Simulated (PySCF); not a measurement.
Ligands exchanged one at a time, B F-I. Gas-phase values, no solvent. Strings in code marks are SMILES.

Quantity: vertical ionisation energy (energy after one electron is removed minus that of the parent at the parent's geometry), in eV.

Level 1: B3LYP-D3(BJ)/def2-TZVP (PySCF)
Level 2: PBE-D3(BJ)/def2-TZVP // B3LYP-D3(BJ)/def2-TZVP (PySCF)
Level 3: minus the HOMO energy of B3LYP/6-31G* (LANL2DZ on I) // B3LYP-D3(BJ)/def2-TZVP (PySCF)
Level 4: minus the HOMO energy of SVWN5/6-31G* (LANL2DZ on I) // B3LYP-D3(BJ)/def2-TZVP (PySCF)

```csv
species,level 1,level 2,level 3,level 4
`FB(F)I`,10.63,10.46,7.80,6.96
```
